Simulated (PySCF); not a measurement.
C6H9NO2.
SMILES with atom numbers: `[CH3:1][O:2][C:3](/[CH:4]=[CH:5]\[CH:6]=[O:7])=[CH:8]/[NH2:9]` (hydrogens: H10, H11, H12 on C1; H13 on C4; H14 on C5; H15 on C6; H16 on C8; H17, H18 on N9)

Cartesian coordinates in Å at the HF/def2-SV(P) level; atoms count from 1:
```xyz
18
C6H9NO2 angstrom
C      2.2888   -0.5377    0.1111
O      1.1223    0.1334   -0.2292
C     -0.0926   -0.3174    0.1787
C     -1.2147    0.5141   -0.2609
C     -1.2453    1.6396   -0.9830
C     -0.1301    2.4162   -1.5762
O     -0.3325    3.4202   -2.1807
C     -0.2597   -1.4294    0.9068
N     -1.4519   -2.0164    1.3225
H      3.1122    0.0240   -0.3261
H      2.3013   -1.5547   -0.2923
H      2.4272   -0.5801    1.1960
H     -2.1844    0.1482    0.0498
H     -2.2143    2.0822   -1.1847
H      0.8847    2.0365   -1.4408
H      0.6069   -2.0110    1.1843
H     -1.3698   -2.5278    2.1797
H     -2.2655   -1.4345    1.3321
```

The calculation used HF/def2-SV(P) geometry optimisation, gas phase in PySCF 2.14.0.

Masses are those of the commonest isotopes; rigid-rotor values at the optimised geometry. The values belong to one conformer with, in the numbering `[CH3:1][O:2][C:3](/[CH:4]=[CH:5]\[CH:6]=[O:7])=[CH:8]/[NH2:9]`, C1–O2–C3–C4 180°, O2–C3–C4–C5 -1°, C4–C5–C6–O7 -179°.

Q: What are A, B and C (MHz)?

A: Ia = 191.63, Ib = 537.39, Ic = 725.31 u·Å²; 505379 MHz·u·Å²/I gives A = 2637, B = 940.4, C = 696.8 MHz.

Q: Classify the top.

A: An asymmetric top; Ray's κ = -0.749.

Q: What does the inertial defect say?

A: Not planar: Δ = Ic − Ia − Ib = -3.70 u·Å². For a rigid frame Δ = −2 Σ m c², so Σ m c² = 1.85 u·Å² lies off the ab plane: 1.81 from hydrogen and 0.04 from heavier atoms. The atom farthest from that plane is 0.90 Å away.

Q: Give the other two planar moments, Paa and Pbb, and the rms extents of the mass along the axes.

A: Paa = Σ m a² = (Ib + Ic − Ia)/2 = 535.54 and Pbb = Σ m b² = (Ia + Ic − Ib)/2 = 189.78 u·Å². With the mass M = 127.06 u, the rms extents √(P/M) along a, b and c are 2.05, 1.22, 0.12 Å.

Q: Where do the levels up to J = 4 lie, in MHz?

A: Above 0(0,0):
J = 1: 1(0,1) 1637, 1(1,1) 3334, 1(1,0) 3578
J = 2: 2(0,2) 4887, 2(1,2) 6365, 2(1,1) 7096, 2(2,1) 12186, 2(2,0) 12211
J = 3: 3(0,3) 9703, 3(1,3) 10896, 3(1,2) 12357, 3(2,2) 17098, 3(2,1) 17218, 3(3,1) 26206, 3(3,0) 26208
J = 4: 4(0,4) 16021, 4(1,4) 16913, 4(1,3) 19339, 4(2,3) 23628, 4(2,2) 23979, 4(3,2) 32799, 4(3,1) 32810, 4(4,1) 45490, 4(4,0) 45490
The levels of one J sum to (2J + 1)J(J + 1)(A + B + C)/3.

Q: Predict some low-J microwave lines.

A: The dipole components are |μa| = 6.31 D, |μb| = 0.17 D, |μc| = 1.13 D. The squared components, which scale the intensities, stand as 1.00 : 0.00 : 0.03 (a : b : c). Some lines, for components of 0.1 D or more:

```json
{"type": "c", "branch": "Q", "J(Ka,Kc)": "4(1,4) ← 4(0,4)", "MHz": "892", "lower level (cm⁻¹)": "0.534"}
{"type": "c", "branch": "Q", "J(Ka,Kc)": "2(1,2) ← 2(0,2)", "MHz": "1478", "lower level (cm⁻¹)": "0.163"}
{"type": "a", "branch": "R", "J(Ka,Kc)": "2(1,2) ← 1(1,1)", "MHz": "3031", "lower level (cm⁻¹)": "0.111"}
{"type": "b", "branch": "R", "J(Ka,Kc)": "1(1,1) ← 0(0,0)", "MHz": "3334", "lower level (cm⁻¹)": "0.000"}
{"type": "c", "branch": "Q", "J(Ka,Kc)": "5(2,4) ← 5(1,4)", "MHz": "3749", "lower level (cm⁻¹)": "0.934"}
{"type": "b", "branch": "Q", "J(Ka,Kc)": "5(2,3) ← 5(1,4)", "MHz": "4527", "lower level (cm⁻¹)": "0.934"}
{"type": "a", "branch": "R", "J(Ka,Kc)": "3(1,3) ← 2(1,2)", "MHz": "4532", "lower level (cm⁻¹)": "0.212"}
{"type": "a", "branch": "R", "J(Ka,Kc)": "3(0,3) ← 2(0,2)", "MHz": "4816", "lower level (cm⁻¹)": "0.163"}
{"type": "b", "branch": "Q", "J(Ka,Kc)": "2(2,0) ← 2(1,1)", "MHz": "5115", "lower level (cm⁻¹)": "0.237"}
{"type": "c", "branch": "R", "J(Ka,Kc)": "2(1,1) ← 1(0,1)", "MHz": "5459", "lower level (cm⁻¹)": "0.055"}
{"type": "b", "branch": "Q", "J(Ka,Kc)": "5(2,4) ← 5(1,5)", "MHz": "7361", "lower level (cm⁻¹)": "0.814"}
{"type": "c", "branch": "R", "J(Ka,Kc)": "3(1,2) ← 2(0,2)", "MHz": "7470", "lower level (cm⁻¹)": "0.163"}
{"type": "a", "branch": "R", "J(Ka,Kc)": "5(2,4) ← 4(2,3)", "MHz": "8132", "lower level (cm⁻¹)": "0.788"}
{"type": "c", "branch": "R", "J(Ka,Kc)": "2(2,1) ← 1(1,1)", "MHz": "8852", "lower level (cm⁻¹)": "0.111"}
{"type": "c", "branch": "Q", "J(Ka,Kc)": "3(3,1) ← 3(2,1)", "MHz": "8988", "lower level (cm⁻¹)": "0.574"}
{"type": "b", "branch": "Q", "J(Ka,Kc)": "3(3,0) ← 3(2,1)", "MHz": "8989", "lower level (cm⁻¹)": "0.574"}
{"type": "b", "branch": "Q", "J(Ka,Kc)": "5(3,3) ← 5(2,4)", "MHz": "9295", "lower level (cm⁻¹)": "1.059"}
{"type": "c", "branch": "R", "J(Ka,Kc)": "4(1,3) ← 3(0,3)", "MHz": "9636", "lower level (cm⁻¹)": "0.324"}
{"type": "c", "branch": "R", "J(Ka,Kc)": "4(2,2) ← 3(1,2)", "MHz": "11622", "lower level (cm⁻¹)": "0.412"}
{"type": "c", "branch": "Q", "J(Ka,Kc)": "4(4,1) ← 4(3,1)", "MHz": "12680", "lower level (cm⁻¹)": "1.094"}
{"type": "c", "branch": "R", "J(Ka,Kc)": "4(3,2) ← 3(2,2)", "MHz": "15701", "lower level (cm⁻¹)": "0.570"}
{"type": "c", "branch": "R", "J(Ka,Kc)": "5(3,2) ← 4(2,2)", "MHz": "17118", "lower level (cm⁻¹)": "0.800"}
{"type": "b", "branch": "R", "J(Ka,Kc)": "5(3,2) ← 4(2,3)", "MHz": "17469", "lower level (cm⁻¹)": "0.788"}
{"type": "c", "branch": "R", "J(Ka,Kc)": "5(5,1) ← 4(4,1)", "MHz": "24558", "lower level (cm⁻¹)": "1.517"}
```

Stationary, but not proved a minimum. Constants of a rigid frame at the computed geometry: no zero-point averaging, no centrifugal distortion. A rigid rotor knows nothing of inversion at nitrogen or internal rotation, which can split or shift real lines. Quadrupole hyperfine structure (14N) is left out.
